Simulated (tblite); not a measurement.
Record of a relaxation.

Compound: C6H7O3 (doublet state).
Numbering: `[CH2:1]=[C:2]1[CH2:3][C@@H:4]2[O:5][CH:6][O:7][C@H:8]1[O:9]2` (hydrogens: H10, H11 on C1; H12, H13 on C3; H14 on C4; H15 on C6; H16 on C8)
Bond orders are those of one Lewis drawing.

Computed with GFN2-xTB (tblite), gas phase: L-BFGS steps from a force-field or distance-geometry start until the largest atomic force falls under 0.01 eV/Å. 4 of its 62 geometries are shown.

Step 0: E = -776.2083 eV, largest atomic force 2.523 eV/Å
```
atom  x, y, z in Å  |  force x, y, z in eV/Å
C1      2.155    0.461    0.593   -1.632  -0.264   0.095
C2      0.915    0.017    0.291    2.372   0.619   0.596
C3      0.526   -0.706   -0.952   -0.361   0.398  -0.132
C4     -0.969   -0.946   -0.676   -0.312  -0.410   0.414
O5     -1.780    0.142   -1.100    0.489  -1.156   0.127
C6     -1.766    1.182   -0.226   -0.392   1.067   0.027
O7     -1.049    1.237    0.937    0.386  -0.937   0.482
C8     -0.298    0.041    1.181   -0.536  -0.270  -0.096
O9     -1.033   -1.121    0.754    0.301   1.332  -0.897
H10     2.352    0.948    1.546   -0.022  -0.206  -0.431
H11     2.964    0.364   -0.113   -0.082   0.061   0.089
H12     0.671   -0.107   -1.855    0.030  -0.171   0.047
H13     1.052   -1.651   -1.010    0.072  -0.152  -0.203
H14    -1.322   -1.861   -1.166   -0.277   0.240   0.125
H15    -2.354    2.054   -0.469    0.228  -0.354   0.055
H16    -0.072   -0.044    2.255   -0.264   0.204  -0.296
```

Step 20: E = -776.4971 eV, largest atomic force 0.058 eV/Å
```
atom  x, y, z in Å  |  force x, y, z in eV/Å
C1      2.131    0.484    0.605   -0.020   0.004  -0.006
C2      0.945    0.001    0.298    0.012  -0.056   0.010
C3      0.514   -0.706   -0.959   -0.010  -0.003   0.005
C4     -0.978   -0.967   -0.654    0.002  -0.005   0.021
O5     -1.778    0.113   -1.056    0.021  -0.001  -0.011
C6     -1.543    1.269   -0.339   -0.016   0.013  -0.001
O7     -1.049    1.188    0.946    0.009   0.015  -0.012
C8     -0.299    0.020    1.175   -0.008  -0.008  -0.007
O9     -1.030   -1.104    0.746    0.007  -0.020   0.025
H10     2.321    0.962    1.550   -0.009   0.003  -0.012
H11     2.953    0.418   -0.088    0.004   0.034   0.010
H12     0.635   -0.095   -1.853    0.000  -0.017   0.008
H13     1.045   -1.650   -1.084   -0.001   0.023  -0.022
H14    -1.397   -1.859   -1.122    0.000   0.014   0.013
H15    -2.356    1.973   -0.425    0.015   0.019   0.000
H16    -0.120   -0.037    2.250   -0.006  -0.014  -0.021
```

Step 41: E = -776.5000 eV, largest atomic force 0.028 eV/Å
```
atom  x, y, z in Å  |  force x, y, z in eV/Å
C1      2.113    0.508    0.600    0.007  -0.003  -0.009
C2      0.945   -0.019    0.298   -0.016   0.016   0.003
C3      0.508   -0.722   -0.959   -0.002  -0.006   0.004
C4     -0.985   -0.973   -0.651   -0.005  -0.005   0.010
O5     -1.775    0.116   -1.048    0.025   0.012   0.000
C6     -1.511    1.270   -0.337    0.001  -0.008   0.007
O7     -1.033    1.177    0.953   -0.005  -0.001  -0.002
C8     -0.295   -0.002    1.180   -0.015   0.009  -0.002
O9     -1.036   -1.117    0.748   -0.006  -0.001  -0.001
H10     2.282    0.989    1.547    0.004  -0.001  -0.012
H11     2.938    0.478   -0.090    0.007   0.007  -0.004
H12     0.628   -0.110   -1.852    0.005   0.008   0.002
H13     1.034   -1.666   -1.093    0.008  -0.008   0.006
H14    -1.413   -1.860   -1.121   -0.006  -0.003  -0.002
H15    -2.294    2.005   -0.439    0.008  -0.008   0.009
H16    -0.115   -0.064    2.253   -0.010  -0.009  -0.007
```

Step 61: E = -776.5009 eV, largest atomic force 0.009 eV/Å
```
atom  x, y, z in Å  |  force x, y, z in eV/Å
C1      2.101    0.527    0.587    0.004  -0.003   0.004
C2      0.938   -0.023    0.302    0.004   0.001  -0.003
C3      0.511   -0.736   -0.952    0.005   0.003  -0.002
C4     -0.986   -0.972   -0.655    0.005  -0.002   0.000
O5     -1.759    0.130   -1.051    0.006  -0.002  -0.004
C6     -1.492    1.275   -0.327   -0.002   0.003  -0.002
O7     -1.035    1.166    0.970   -0.001   0.000   0.001
C8     -0.301   -0.017    1.185    0.002  -0.001  -0.001
O9     -1.046   -1.125    0.742   -0.002   0.001   0.002
H10     2.276    1.019    1.527   -0.008   0.002   0.004
H11     2.918    0.505   -0.113    0.003   0.001  -0.001
H12     0.647   -0.132   -1.848   -0.002  -0.003  -0.008
H13     1.032   -1.686   -1.070   -0.005  -0.001   0.005
H14    -1.422   -1.850   -1.135   -0.007   0.002   0.003
H15    -2.265    2.020   -0.434   -0.005   0.002   0.004
H16    -0.124   -0.092    2.259    0.003  -0.003  -0.001
```

Q: Summarise the path.

A: The energy falls by 0.2926 eV from step 0 to step 61; nine tenths of that is first reached at step 11. It falls at every step. The largest force goes from 2.523 to 0.009 eV/Å. Among the bonds C4–O9 changes most, from 1.442 to 1.407 Å; the atoms move by 0.107 Å rms after alignment.

What follows is the cost of the whole relaxation. Hardware: an Arm Neoverse V1 with one thread, no GPU, shared host. Cost: 0.37 s of wall time.
